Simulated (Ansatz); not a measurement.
The same ligand exchange along the group F, Cl, Br.

Gas-phase electronic energies from Ansatz, PBE0-D4/def2-TZVP geometries. CCSD(T)/CBS adds triple-zeta CCSD(T) − MP2 to the extrapolated MP2 energy (def2 sets, frozen cores). This one scheme is used for every species. Functionals use def2-TZVPP. For Br, Ga outer-core shells are correlated without core-valence functions, which leaves a few kJ/mol of doubt a bond. Scalar relativity is left out up to krypton. One conformer a species, not always the lowest.

| reaction | HF/CBS(def2) (kJ/mol) | PBE-D4 (kJ/mol) | ωB97X-V (kJ/mol) |
| --- | --- | --- | --- |
| `[OH][Ga]([F])[O][SiH3]` + H–F → `[OH][Ga]([F])[F]` + `O[SiH3]` | -12 | -11 | -11 |
| `[OH][Ga]([Cl])[O][SiH3]` + HCl → `[OH][Ga]([Cl])[Cl]` + `O[SiH3]` | -45 | -48 | -43 |
| `[OH][Ga]([Br])[O][SiH3]` + HBr → `[OH][Ga]([Br])[Br]` + `O[SiH3]` | -56 | -60 | -53 |

(1) Give the CCSD(T)/CBS values in the same order. (Best estimate.)

Largest T1 diagnostic: 0.015, for `[OH][Ga]([F])[F]`.

Answers

(1) Computed: 0, -40, -52 kJ/mol.
